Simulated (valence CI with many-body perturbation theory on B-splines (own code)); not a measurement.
**E1 transitions of Tl LXVIII**

Calculated by configuration interaction combined with many-body perturbation theory (CI+MBPT): four valence electrons over a frozen Dirac-Fock core [Ne], a basis of 11 s, 11 p, 9 d, 7 f, 5 g, 2 h, 1 i functions for each j, with the one-electron correlation potential Σ1, the two-electron term Σ2, the three-electron term Σ3, Breit, model QED; selected CI, second order for the rest (own B-spline code, finite nucleus).

The last digits are not significant, and no measured levels were compared; by estimate large intervals hold to a few tenths of a per cent, small ones and those within an open d or f shell to about a per cent.

Lines 51 to 100 of 274 in falling wavelength, among levels below 1784.8 eV, chosen from the strongest by gf and those to the six lowest levels. Wavelengths and rates use the calculated energies. Electric multipoles are in the length gauge, E1 and E2 with the static RPA response of the core. Weak lines are less certain than strong ones. Lines between different terms over intervals too small for the method are left out, as are lines whose strength nearly cancels. The highest levels of a list are the least certain.

Levels are named by their leading jj configuration (3d3/2^4 stands for four electrons in 3d with j = 3/2), which in mixed levels can hold well under half, so a name can repeat and another be missing. Letters in brackets count levels of one name in rising energy.

```csv
λ vac (Å),Upper,Lower,A (s⁻¹),S (a.u.) with core polarisation,S without
55.68,(3s 3p1/2 3d3/2^2) J=2,(3s 3p1/2 3p3/2 3d3/2) J=2 [b],2.56e+10,1.09e-02,1.11e-02
55.53,(3s 3p1/2 3p3/2 3d5/2) J=3 [c],(3s^2 3p3/2 3d5/2) J=4,4.18e+10,2.47e-02,2.51e-02
54.89,(3s 3p1/2^2 3p3/2) J=1,(3s^2 3p1/2 3p3/2) J=1,1.97e+10,4.82e-03,4.89e-03
54.71,(3s 3p1/2 3p3/2 3d5/2) J=4 [c],(3s^2 3p3/2 3d5/2) J=4,2.50e+10,1.82e-02,1.84e-02
54.65,(3s 3p1/2 3p3/2 3d3/2) J=2 [d],(3s^2 3p3/2 3d3/2) J=3,4.36e+10,1.76e-02,1.78e-02
54.05,(3p1/2^2 3p3/2 3d3/2) J=1,(3p1/2^2 3p3/2^2) J=0,2.43e+10,5.69e-03,5.76e-03
53.83,(3s 3p1/2 3p3/2^2) J=1 [b],(3s^2 3p3/2^2) J=2,2.33e+10,5.38e-03,5.45e-03
53.78,(3s 3p1/2^2 3d3/2) J=2,(3s 3p1/2^2 3p3/2) J=1,1.03e+10,3.94e-03,4.00e-03
53.69,(3s 3p1/2 3p3/2 3d3/2) J=2 [a],(3s 3p1/2 3p3/2^2) J=2 [a],1.76e+10,6.73e-03,6.82e-03
53.69,(3p1/2^2 3p3/2 3d3/2) J=2,(3s 3p1/2 3p3/2 3d3/2) J=3 [a],5.23e+10,2.00e-02,2.03e-02
53.35,(3s 3p1/2 3p3/2 3d3/2) J=2 [b],(3s 3p1/2 3p3/2^2) J=2 [b],2.80e+10,1.05e-02,1.06e-02
53.15,(3p1/2^2 3p3/2 3d3/2) J=3,(3s 3p1/2 3p3/2 3d3/2) J=4,1.02e+11,5.31e-02,5.39e-02
52.99,(3p1/2^2 3p3/2^2) J=2,(3s 3p1/2 3p3/2^2) J=3,8.70e+10,3.19e-02,3.24e-02
52.40,(3s^2 3p1/2 3d3/2) J=2,(3s^2 3p1/2 3p3/2) J=2,1.33e+10,4.71e-03,4.77e-03
52.24,(3p1/2^2 3p3/2 3d3/2) J=2,(3s 3p1/2 3p3/2 3d3/2) J=1 [a],1.48e+10,5.20e-03,5.27e-03
50.73,(3p1/2^2 3p3/2 3d3/2) J=3,(3p1/2^2 3p3/2^2) J=2,1.07e+10,4.85e-03,4.91e-03
50.64,(3p1/2^2 3p3/2 3d3/2) J=1,(3p1/2^2 3p3/2^2) J=2,9.60e+10,1.84e-02,1.87e-02
50.23,(3s^2 3p1/2 3d3/2) J=2,(3s^2 3p1/2 3p3/2) J=1,3.19e+08,9.98e-05,1.01e-04
50.18,(3p1/2^2 3p3/2 3d3/2) J=2,(3s 3p1/2 3p3/2 3d3/2) J=2 [a],1.41e+10,4.41e-03,4.46e-03
49.78,(3s 3p1/2 3d3/2^2) J=2,(3p1/2^2 3p3/2^2) J=2,1.76e+10,5.35e-03,5.42e-03
49.25,(3s 3p1/2^2 3d3/2) J=1,(3s 3p1/2^2 3p3/2) J=2,7.30e+09,1.29e-03,1.31e-03
49.06,(3p1/2^2 3p3/2 3d3/2) J=0,(3s 3p1/2 3p3/2 3d3/2) J=1 [a],7.65e+10,4.46e-03,4.52e-03
48.16,(3s 3p1/2 3d3/2^2) J=2,(3s 3p1/2 3p3/2 3d3/2) J=3 [a],1.69e+10,4.65e-03,4.72e-03
47.65,(3s 3p1/2^2 3d3/2) J=2,(3s 3p1/2^2 3p3/2) J=2,1.49e+10,3.98e-03,4.03e-03
43.07,(3s^2 3p1/2 3d3/2) J=1,(3s^2 3p1/2 3p3/2) J=2,8.21e+09,9.71e-04,9.87e-04
41.59,(3s^2 3p1/2 3d3/2) J=1,(3s^2 3p1/2 3p3/2) J=1,3.01e+09,3.20e-04,3.23e-04
39.44,(3s^2 3p3/2^2) J=2,(3s^2 3p1/2 3d3/2) J=2,2.46e+08,3.72e-05,3.77e-05
36.97,(3s^2 3p3/2^2) J=2,(3s 3p1/2^2 3p3/2) J=1,1.13e+09,1.40e-04,1.42e-04
36.28,(3s 3p1/2^2 3d5/2) J=3,(3s^2 3p1/2 3d3/2) J=2,1.33e+09,2.19e-04,2.21e-04
36.01,(3s 3p1/2 3p3/2 3d5/2) J=1 [a],(3s 3p1/2 3p3/2^2) J=1 [b],5.20e+10,3.60e-03,3.64e-03
34.69,(3s 3p1/2^2 3d5/2) J=2,(3s^2 3p1/2 3d3/2) J=2,3.37e+08,3.47e-05,3.53e-05
34.62,(3s^2 3p3/2^2) J=0,(3s 3p1/2^2 3p3/2) J=1,1.80e+09,3.69e-05,3.74e-05
33.97,(3s^2 3p3/2^2) J=2,(3s 3p1/2^2 3p3/2) J=2,1.26e+09,1.21e-04,1.23e-04
33.88,(3s 3p1/2 3p3/2 3d5/2) J=1 [b],(3s 3p1/2 3p3/2^2) J=1 [b],7.37e+10,4.25e-03,4.29e-03
33.86,(3s 3p1/2 3p3/2 3d5/2) J=2 [b],(3s 3p1/2 3p3/2^2) J=2 [b],1.11e+11,1.07e-02,1.08e-02
33.13,(3s 3p1/2 3p3/2 3d5/2) J=3 [c],(3s 3p1/2 3p3/2^2) J=2 [b],3.35e+10,4.20e-03,4.25e-03
33.08,(3s 3p1/2 3p3/2 3d5/2) J=1 [a],(3s 3p1/2 3p3/2^2) J=0,1.08e+11,5.78e-03,5.85e-03
32.77,(3s 3p1/2^2 3d5/2) J=2,(3s 3p1/2^2 3p3/2) J=1,2.82e+11,2.44e-02,2.47e-02
32.75,(3s^2 3p3/2 3d5/2) J=2,(3s^2 3p3/2^2) J=2,2.84e+11,2.47e-02,2.49e-02
32.66,(3s 3p1/2 3p3/2 3d5/2) J=1 [c],(3s 3p1/2 3p3/2^2) J=1 [b],1.05e+11,5.41e-03,5.47e-03
32.60,(3s^2 3d3/2 3d5/2) J=3,(3s^2 3p3/2 3d3/2) J=2,3.65e+11,4.37e-02,4.42e-02
32.59,(3s 3p1/2 3p3/2 3d5/2) J=1 [b],(3s 3p1/2 3p3/2^2) J=2 [b],6.05e+10,3.10e-03,3.14e-03
32.41,(3s^2 3p1/2 3d5/2) J=2,(3s^2 3p1/2 3p3/2) J=2,6.55e+10,5.50e-03,5.57e-03
32.35,(3s 3p1/2 3p3/2 3d5/2) J=0,(3s 3p1/2 3p3/2^2) J=1 [b],5.34e+11,8.93e-03,9.04e-03
32.26,(3s^2 3p1/2 3d5/2) J=3,(3s^2 3p1/2 3p3/2) J=2,3.60e+11,4.18e-02,4.23e-02
32.22,(3s 3p1/2 3p3/2 3d5/2) J=2 [a],(3s 3p1/2 3p3/2^2) J=2 [a],2.83e+11,2.34e-02,2.36e-02
32.15,(3s 3p1/2 3p3/2 3d5/2) J=3 [b],(3s 3p1/2 3p3/2^2) J=3,3.01e+11,3.46e-02,3.50e-02
31.98,(3s^2 3d3/2 3d5/2) J=3,(3s^2 3p3/2 3d3/2) J=3,6.66e+10,7.53e-03,7.61e-03
31.81,(3s 3p1/2 3p3/2 3d5/2) J=4 [b],(3s 3p1/2 3p3/2^2) J=3,2.93e+11,4.20e-02,4.24e-02
31.69,(3s 3p1/2 3p3/2 3d5/2) J=2 [d],(3s 3p1/2 3p3/2^2) J=1 [b],5.41e+11,4.25e-02,4.29e-02
```
